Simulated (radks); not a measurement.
Task: Se+, configuration [Ar] 3d9 4s1 4p5 (not the ground configuration). Method: Dirac Kohn-Sham, PBE, spin-unpolarised, spherical densities, finite nucleus; open shells are shared between the two j in proportion to 2j + 1; Fermi nuclear charge, rms radius 4.14 fm; computed with a radial shooting solver on a logarithmic mesh with Libxc functionals. Some entries of the table are withheld. Estimate them.

orbital     occ.  eigenvalue (hartree)  <r> (bohr)
1s1/2          2             -460.3779     0.04408
2s1/2          2             -60.07084      0.1957
2p1/2          2             -53.99064      0.1685
2p3/2          4             -52.45659      0.1723
3s1/2          2              -8.74890         (1)
3p1/2          2              -6.66578         (2)
3p3/2          4              -6.44459         (3)
3d3/2        3.6              -2.85534      0.6053
3d5/2        5.4              -2.82051      0.6091
4s1/2          1                   (4)         (5)
4p1/2    1.66667                   (6)       1.951
4p3/2    3.33333                   (7)       1.985

Result: 
(1) 3s1/2 <r> (bohr): 0.5692
(2) 3p1/2 <r> (bohr): 0.5755
(3) 3p3/2 <r> (bohr): 0.5856
(4) 4s1/2 eigenvalue (hartree): -1.11660
(5) 4s1/2 <r> (bohr): 1.660
(6) 4p1/2 eigenvalue (hartree): -0.67065
(7) 4p3/2 eigenvalue (hartree): -0.65092
